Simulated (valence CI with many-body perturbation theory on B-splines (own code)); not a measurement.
## As: calculated level list

Method: configuration interaction combined with many-body perturbation theory (CI+MBPT): five valence electrons over a frozen Dirac-Fock core [Ar] 3d10, radial functions for each j: 9 s, 9 p, 8 d, 6 f, 3 g, 1 h, with the one-electron correlation potential Σ1, the two-electron term Σ2, the three-electron term Σ3, Breit, model QED; selected CI, second order for the rest, scaled by the run's own slope (own B-spline code, finite nucleus).

Set against measurement, 11 paired levels are off by 93 cm⁻¹ on average, the worst by 134. These come from a selection out of the NIST Handbook of Basic Atomic Spectroscopic Data. Levels without a partner in it may be off by more. Among the levels kept, up to 1700 cm⁻¹ of a level comes from second order outside the variational space, and about a tenth of that is noise between levels of different J, which matters for small intervals.

Levels 46 to 64 of 64, with energies above the lowest level, 4s²4p³ ⁴S°_3/2. "Leading %" is the weight of the configuration and term that name the level; weights of strongly mixed levels are sums over their largest components and can fall short.

| No. | Configuration | Term | J | E (eV) | Leading % | Second component | g |
| --- | --- | --- | --- | --- | --- | --- | --- |
| 46 | 4s²4p²6s | ⁴P | 5/2 | 8.569 | 88 |  | 1.594 |
| 47 | 4s²4p²6s | ²P | 3/2 | 8.611 | 76 | 9 % 4s²4p²6s ⁴P | 1.358 |
| 48 | 4s²4p²4d | ⁴P | 5/2 | 8.617 | 32 | 25 % 4s²4p²5d ⁴P | 1.561 |
| 49 | 4s²4p²6p | ⁴D° | 1/2 | 8.628 | 54 | 12 % 4s²4p²6p ²S° | 0.670 |
| 50 | 4s²4p²6p | ⁴D° | 3/2 | 8.639 | 27 | 26 % 4s²4p²6p ²D° | 1.171 |
| 51 | 4s²4p²4d | ⁴P | 3/2 | 8.701 | 28 | 24 % 4s²4p²5d ⁴P | 1.616 |
| 52 | 4s²4p²5p | ²D° | 5/2 | 8.707 | 66 | 12 % 4s²4p²6p ²D° | 1.223 |
| 53 | 4s²4p²5p | ²D° | 3/2 | 8.718 | 38 | 18 % 4s²4p²6p ⁴D° | 1.104 |
| 54 | 4s²4p²6p | ²S° | 1/2 | 8.742 | 42 | 31 % 4s²4p²6p ⁴D° | 1.374 |
| 55 | 4s²4p²4d | ⁴P | 1/2 | 8.753 | 31 | 25 % 4s²4p²5d ⁴P | 2.510 |
| 56 | 4s²4p²5p | ²F° | 5/2 | 8.763 | 78 | 8 % 4s²4p²6p ⁴D° | 0.931 |
| 57 | 4s²4p²5p | ²F° | 7/2 | 8.774 | 89 |  | 1.149 |
| 58 | 4s²4p²6p | ⁴D° | 3/2 | 8.775 | 34 | 24 % 4s²4p²6p ⁴S° | 1.514 |
| 59 | 4s²4p²6p | ⁴D° | 5/2 | 8.789 | 48 | 16 % 4s²4p²6p ⁴P° | 1.330 |
| 60 | 4s²4p²6p | ⁴P° | 1/2 | 8.792 | 46 | 30 % 4s²4p²6p ²P° | 1.725 |
| 61 | 4s²4p²5d | ⁴F | 3/2 | 8.795 | 58 | 8 % 4s²4p²5d ²D | 0.675 |
| 62 | 4s²4p²5d | ⁴F | 5/2 | 8.815 | 43 | 24 % 4s²4p²5d ²F | 1.066 |
| 63 | 4s²4p²6p | ²D° | 3/2 | 8.853 | 37 | 29 % 4s²4p²5p ²D° | 1.004 |
| 64 | 4s²4p²5p | ²P° | 1/2 | 8.878 | 50 | 18 % 4s²4p²6p ²S° | 1.275 |

Names give the largest LS component (configuration and term), which can be under half, so a name can repeat, a term be missing and a line seem to break the LS rules; names also repeat where a configuration has a term twice.

Where two levels of one J and parity lie close, their mixing, g and order are uncertain.
